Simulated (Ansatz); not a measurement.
CH₅F₂NSi (`NC(F)(F)[SiH3]`). Charge 0, multiplicity 1.

| atom | x (Å) | y (Å) | z (Å) |
| --- | --- | --- | --- |
| N1 | -0.3471 | 0.1512 | -1.5688 |
| C2 | -0.5378 | 0.4951 | -0.2044 |
| F3 | -0.3280 | 1.8413 | -0.0991 |
| F4 | -1.8528 | 0.2629 | 0.0861 |
| Si5 | 0.5460 | -0.3966 | 1.1208 |
| H6 | 0.5946 | 0.3625 | -1.8718 |
| H7 | -0.5470 | -0.8269 | -1.7320 |
| H8 | 1.9658 | -0.1138 | 0.7887 |
| H9 | 0.2220 | 0.0774 | 2.4875 |
| H10 | 0.2842 | -1.8531 | 0.9932 |

**Question.** What are the harmonic wavenumbers in cm⁻¹ at PBE0-D4/def2-TZVP (Ansatz, finite differences of forces, unscaled)? (Best estimate.)

**Answer.** Computed: 138, 171, 202, 227, 395, 472, 479, 631, 635, 709, 794, 898, 933, 936, 984, 1145, 1199, 1278, 1637, 2232, 2242, 2256, 3552, 3645.

**Question.** Is this a minimum?

**Answer.** Yes, all 24 modes are real.

**Question.** Give the ideal-gas thermochemistry at 298.15 K and 1 bar (rigid rotor, harmonic oscillator; point group Cs, symmetry number 1).

**Answer.** Zero-point energy 166.2 kJ/mol; H(298) − E = 186.3 kJ/mol; entropy 333.4 J/(mol·K), of which translation 165.9, rotation 110.5, vibration 57.0; G(298) − E = 86.9 kJ/mol.

**Question.** And at 400, 500, 600, 800 and 1000 K?

**Answer.** 
| T (K) | H − E (kJ/mol) | S (J/mol/K) | G − E (kJ/mol) |
| --- | --- | --- | --- |
| 400 | 198.2 | 367.7 | 51.1 |
| 500 | 211.8 | 397.9 | 12.8 |
| 600 | 226.8 | 425.3 | -28.4 |
| 800 | 260.1 | 473.1 | -118.3 |
| 1000 | 296.6 | 513.7 | -217.1 |
